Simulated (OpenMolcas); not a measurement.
An OpenMolcas run meant for Sb III (ANO-RCC-VTZP, DKH2; inactive shells 1s 2s 2p 3s 3p 3d 4s 4p 4d 5s; intended active space 1 electron in 3 orbitals (5p)). One step of its input:

```
&RASSCF
FileOrb=start.orb
Symmetry=1
Spin=2
nActEl=1 0 0
Inactive=15 9
Ras2=0 3
CIRoot=3 3 1
SDav=3
CIMx=300
Iter=97 100
PrWF=0.3
OrbListing=Nothing
MaxOrb=0
Atom
>>> COPY $Project.JobIph JOB001
```

Lines from the output:

```
...
      Number of secondary orbitals              41
      Spin quantum number                      0.5
      State symmetry                             1
Orbital specifications:
      -----------------------

      Symmetry species                           1   2
                                                ag  au
      Frozen orbitals                            0   0
      Inactive orbitals                         15   9
      Active orbitals                            0   3
      RAS1 orbitals                              0   0
      RAS2 orbitals                              0   3
      RAS3 orbitals                              0   0
      Secondary orbitals                        21  20
      Deleted orbitals                           0   0
      Number of basis functions                 36  32
      Number of CSFs                             0
      Number of root(s) required                 3
 ************ ERROR ***********
  You can't ask for more roots
  than there are configurations
 ******************************
--- Stop Module: rasscf at  /rc=_RC_INPUT_ERROR_ ---
.####################.
.# User input error #.
.####################.
```

Task: What is wrong with the input?

Result: The state symmetry names the wrong parity for these configurations.
